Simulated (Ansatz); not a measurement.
Relaxation of C$_{3}$H$_{9}$AlSi (14 atoms, charge 0, multiplicity 1), to a largest force component of 0.015 eV/Å in at most 40 steps.

Theory: RHF/6-31G* in Ansatz.

```xyz
14
Properties=species:S:1:pos:R:3
C -2.511 0.290 0.007
C -1.665 -0.571 0.387
Al -2.240 -2.210 1.266
C -0.893 -3.638 1.886
Si -4.528 -2.671 1.646
H -3.617 0.169 0.155
H -2.225 1.260 -0.483
H -0.629 -0.439 0.249
H -0.290 -3.937 0.939
H -1.375 -4.449 2.309
H -0.183 -3.096 2.571
H -4.683 -4.003 2.288
H -5.252 -2.652 0.317
H -5.096 -1.601 2.444
```

**Question.** Where does it end, and by what steps?

**Answer.** The run converged. After 7 steps the energy has fallen by 0.682 eV; H12 moved furthest, 0.20 Å.

| step | energy less start (eV) | largest force component (eV/Å) | accepted |
| --- | --- | --- | --- |
| 0 | 0.0000 | 4.656 | yes |
| 1 | -0.6195 | 0.883 | yes |
| 2 | -0.5657 | 1.415 | no |
| 3 | -0.6732 | 0.266 | yes |
| 4 | -0.6776 | 0.087 | yes |
| 5 | -0.6812 | 0.085 | yes |
| 6 | -0.6817 | 0.027 | yes |
| 7 | -0.6817 | 0.005 | yes |

```xyz
14
Properties=species:S:1:pos:R:3
C -2.495 0.324 -0.001
C -1.637 -0.610 0.405
Al -2.197 -2.275 1.274
C -0.818 -3.576 1.836
Si -4.626 -2.680 1.632
H -3.562 0.223 0.122
H -2.182 1.240 -0.479
H -0.590 -0.398 0.229
H -0.231 -3.915 0.982
H -1.224 -4.459 2.320
H -0.111 -3.121 2.530
H -4.887 -3.982 2.292
H -5.383 -2.685 0.355
H -5.245 -1.634 2.484
```

The run took 28 s on 1 thread of Arm Neoverse V1 (shared host), peak memory 0.2 GiB.
